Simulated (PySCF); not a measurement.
# Worked example: dipole moment from atomic charges

Mo(O)(S)(Cl)(SH) (ClHMoOS2), SMILES [Cl][Mo](=[S])(=[O])[SH], multiplicity 1. Atoms are numbered in the order given.

```xyz
6

Mo     0.1840     0.0610    -0.1453
O      1.2811     0.2917    -1.3856
S      1.2201    -0.3312     1.6612
Cl    -1.1583     1.8824     0.1085
S     -1.0242    -1.8413    -0.7353
H     -1.4195    -2.1364     0.5282
```

Coordinates come from a B3LYP-D3(BJ)/def2-SVP optimisation. The spin state was assumed, not searched. The structure was generated by enumeration; whether it is a known compound was not checked. The def2 effective core potentials stand for the cores of Mo; spin–orbit coupling is left out. The values are those of a single conformer.

Charges (e) from PBE/def2-TZVP run with PySCF:

| atom | Mulliken | ESP fit |
|---|---|---|
| Mo1 | 1.138 | 0.315 |
| O2 | -0.426 | -0.155 |
| S3 | -0.301 | -0.119 |
| Cl4 | -0.294 | -0.086 |
| S5 | -0.313 | -0.117 |
| H6 | 0.197 | 0.162 |

The dipole moment of the full density is 1.99 D.

What dipole moment does each set of point charges give, and which comes closer to that of the density?


μ = Σ q r, and 1 e Å = 4.8032 D.
Mulliken: Σ q r = (-0.322, -0.353, 0.227) e Å, |μ| = 2.54 D.
ESP fit: Σ q r = (-0.296, -0.279, 0.134) e Å, |μ| = 2.06 D.
ESP fit comes closer in size. Point charges leave out the atoms' own dipoles (lone pairs, polarised bonds); fits to the potential absorb them, partitions of the density don't.
